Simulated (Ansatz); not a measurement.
`C[Si]1(F)CN1` and `C[SiH]1CN1` differ in one atom or group.

Ansatz, PBE0-D4/def2-TZVP geometries, multiplicity 1. 

```csv
property,`C[Si]1(F)CN1`
LUMO energy (B3LYP/def2-TZVPP) / eV,0.39
HOMO–LUMO gap (ωB97M-V/def2-TZVPP) / eV,11.41
HOMO–LUMO gap (B3LYP/def2-TZVPP) / eV,7.04
size of the dipole moment (B3LYP/def2-TZVPP) / D,2.66
HOMO energy (PBE0/def2-TZVPP) / eV,-6.88
size of the dipole moment (PBE/def2-TZVPP) / D,2.57
```

(1) What does the change do to each property? (Estimate.)

Results:

(1) Ansatz gave: 
```
                                        property  `C[SiH]1CN1`  shift
             LUMO energy (B3LYP/def2-TZVPP) / eV          0.25  -0.14
         HOMO–LUMO gap (ωB97M-V/def2-TZVPP) / eV         10.93  -0.48
           HOMO–LUMO gap (B3LYP/def2-TZVPP) / eV          6.54  -0.50
size of the dipole moment (B3LYP/def2-TZVPP) / D          2.03  -0.63
              HOMO energy (PBE0/def2-TZVPP) / eV         -6.52   0.36
  size of the dipole moment (PBE/def2-TZVPP) / D          1.95  -0.62
```

With PBE0 the HOMO rises by 0.36 eV and the LUMO falls by 0.23 eV, so the gap narrows by about 0.59 eV. PBE moves the HOMO by 0.29 eV and ωB97M-V by 0.40 eV. Dipoles are sizes alone; their direction can turn.

B3LYP here is the variant with VWN-RPA as its local correlation; programs differ in this.
